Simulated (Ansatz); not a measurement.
Relaxation of AlH₈N₃ (12 atoms, charge 0, multiplicity 1), to a largest force component of 0.03 eV/Å in at most 50 steps.

All numbers below come from RKS PBE-D4/6-31G* in Ansatz 0.2.0.

```xyz
12
Properties=species:S:1:pos:R:3
Al -0.082 -0.112 0.109
N -0.103 -0.068 1.988
H -0.989 -0.250 2.466
H 0.652 -0.512 2.511
N 1.439 0.239 -0.768
H 1.703 -0.196 -1.649
H 2.213 0.785 -0.395
N -1.567 -0.474 -0.823
H -2.408 -0.908 -0.450
H -1.719 -0.159 -1.780
H -0.059 2.578 0.742
H -0.045 2.076 1.255
```

Where does it end, and by what steps?

The forces met the threshold. The force dipped under the threshold on the way, but the program's further checks kept it going. After 16 steps the energy has fallen by 0.185 eV; H11 moved furthest, 1.29 Å.

```tsv
step	energy less start (eV)	largest force component (eV/Å)	accepted
0	0.0000	1.266	yes
1	-0.1088	0.716	yes
2	-0.1390	0.220	yes
3	-0.1494	0.148	yes
4	-0.1558	0.469	yes
5	-0.1638	0.301	yes
6	-0.1682	0.733	yes
7	-0.1747	0.494	yes
8	-0.1794	0.065	yes
9	-0.1812	0.165	yes
10	-0.1829	0.090	yes
11	-0.1836	0.057	yes
12	-0.1841	0.009	yes
13	-0.1847	0.036	yes
14	-0.1848	0.049	yes
15	-0.1848	0.033	yes
16	-0.1849	0.009	yes
```

```xyz
12
Properties=species:S:1:pos:R:3
Al -0.114 -0.284 -0.042
N -0.195 -0.043 1.735
H -1.054 0.106 2.262
H 0.602 -0.100 2.366
N 1.434 -0.003 -0.900
H 1.678 -0.398 -1.805
H 2.183 0.596 -0.558
N -1.581 -0.775 -0.945
H -2.380 -1.261 -0.541
H -1.738 -0.598 -1.935
H 0.139 3.254 1.818
H 0.060 2.505 1.752
```

Whether the end is a true minimum wasn't checked by a vibrational analysis.

Run time: 63 s on 2 threads of Intel(R) Xeon(R) Processor @ 2.50GHz (Skylake/Cascade Lake), on a shared host, peak memory 0.13 GiB.
